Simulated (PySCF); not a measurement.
W(O)(S)(OH)(NH2) (H3NO2SW), SMILES [OH][W](=[S])(=[O])[NH2], multiplicity 1. Atoms are numbered in the order given.

```xyz
8

W     -0.0093     0.1604     0.0235
O      1.1216     1.0733     0.9293
S      0.6143    -1.8938    -0.1987
O     -0.2315     0.9730    -1.6760
H     -0.3058     0.5248    -2.5289
N     -1.6720     0.1755     1.0270
H     -1.8852     0.8730     1.7379
H     -2.3670    -0.5682     1.0183
```
Charge 0, spin multiplicity 1.

Geometry: B3LYP-D3(BJ)/def2-SVP. The spin state was assumed, not searched. The structure was generated by enumeration; whether it is a known compound was not checked. The def2 effective core potentials stand for the cores of W; spin–orbit coupling is left out. One conformer was computed; it need not be the lowest.

All values below come from PBE/def2-TZVP (PySCF).

Gas-phase values at a fixed geometry.

Computed frontier levels, gap, dipole moment and polarisability:
| Item | Result |
|---|---|
| highest occupied level | -6.28 eV |
| lowest empty level | -3.01 eV |
| orbital gap | 3.26 eV |
| dipole moment | 3.85 D |
| quadrupole, principal values (traceless, Buckingham form, about the centre of nuclear charge) | -9.50, -2.98, 12.48 D·Å |
| mean static polarisability | 74.4 bohr³ (11.03 Å³) |
| polarisability, principal values | 63.9, 68.7, 90.7 bohr³ |
